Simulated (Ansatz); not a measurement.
Species: sum formula TaO2Cl, charge 0, multiplicity 1. 
Coordinates optimised at B3LYP-D3(BJ)/def2-TZVP (Ansatz, a quantum-chemistry and plane-wave program):
```
Ta
O 1 1.7367
O 1 1.7367 2 106.71
Cl 1 2.3301 2 110.37 3 -119.93
```

Property: atomisation energy (electronic, to ground-state atoms), in kJ/mol. Valence correlation only, unless marked. Open shells are spin-unrestricted. Spin-orbit coupling is left out. Frozen are the shells of the preceding noble gas and the d and f shells that filled before the atom's block. Past Kr the def2 sets carry scalar-relativistic core potentials. The coupled-cluster limit lacks core correlation, which all-electron functionals hold. Basis-set limits of correlation are two-point, X^-3; Hartree-Fock from the larger set. The bracket is a focal-point correction in the basis named.

The T1 diagnostic of CCSD in the largest basis is 0.027, which is high, so the coupled-cluster rows are less sure than usual.

```tsv
level	program	atomisation energy (kJ/mol)
BHLYP/def2-TZVPD	Ansatz	(withheld)
r2SCANh-D4/def2-TZVPD	Ansatz + dftd4	1868.7
r2SCAN0-D4/def2-TZVPD	Ansatz + dftd4	1784.1
CAM-B3LYP-D4/def2-TZVPD	Ansatz + dftd4	1844.5
B2PLYP-D3(BJ)/def2-TZVPD	Ansatz + dftd3	1901.6
CCSD/def2-TZVPP	Ansatz	(withheld)
RI-MP2/CBS(def2-TZVPPD,def2-QZVPPD)+[CCSD(T)-MP2]/def2-TZVPPD	Ansatz	(withheld)
```

Problem. Fill in the missing entries.

Solution. 
- BHLYP/def2-TZVPD, atomisation energy (kJ/mol): 1648.5
- CCSD/def2-TZVPP, atomisation energy (kJ/mol): 1746.4
- RI-MP2/CBS(def2-TZVPPD,def2-QZVPPD)+[CCSD(T)-MP2]/def2-TZVPPD, atomisation energy (kJ/mol): 1894.5
